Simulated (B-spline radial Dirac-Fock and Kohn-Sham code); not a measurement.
# X-ray emission lines of Rh⁶⁺

System: Rh⁶⁺ in the configuration [Kr] 4d3, inside a Watson sphere of charge -6 and radius 2.7 Å (a model of the Madelung potential; inside it an electron's potential energy is raised by 32.0 eV).

Input of the calculation (task.json; shells as n, l, electrons):

```json
{"items": [{
  "Z": 45,
  "q": 6,
  "cfg": [[1, 0, 2], [2, 0, 2], [2, 1, 6], [3, 0, 2], [3, 1, 6], [3, 2, 10], [4, 0, 2], [4, 1, 6], [4, 2, 3]],
  "A": 103,
  "rrms": 4.4945,
  "watson": [-6, 2.7],
  "do": ["binding"]
}]}
```

Launch: `python xray_run.py task.json out`

The computed values come from a radial B-spline solver: Dirac-Fock (average of configuration) total-energy differences with a finite nucleus, the Breit interaction including its frequency dependence, and self-energy and vacuum-polarisation corrections. A line energy is the difference of two single-hole energies; the list is a selection of electric-dipole transitions between resolved j subshells. No correlation.

```
        line  energy (eV)  wavelength (Å)
 Kβ2' (K-N3)      23182.7         0.53481
Kβ2'' (K-N2)      23178.3         0.53491
  Kβ1 (K-M3)      22721.4         0.54567
  Kβ3 (K-M2)      22696.2         0.54628
  Kα1 (K-L3)      20213.3         0.61338
  Kα2 (K-L2)      20070.8         0.61773
 Lγ3 (L1-N3)       3382.6          3.6654
 Lγ2 (L1-N2)       3378.2          3.6702
 Lγ5 (L2-N1)       3070.8          4.0376
 Lβ6 (L3-N1)       2928.2          4.2341
 Lβ3 (L1-M3)       2921.3          4.2442
 Lβ4 (L1-M2)       2896.0          4.2812
 Lβ1 (L2-M4)       2837.9          4.3689
 Lα1 (L3-M5)       2700.1          4.5918
 Lα2 (L3-M4)       2695.4          4.5999
  Lη (L2-M1)       2519.0          4.9219
  Lℓ (L3-M1)       2376.5          5.2171
       M1-N3        592.8          20.913
       M1-N2        588.5          21.069
       M2-N1        445.4          27.835
       M3-N1        420.2          29.507
       M4-N3        274.0          45.254
 Mζ2 (M4-N2)        269.6          45.990
 Mζ1 (M5-N3)        269.2          46.052
```
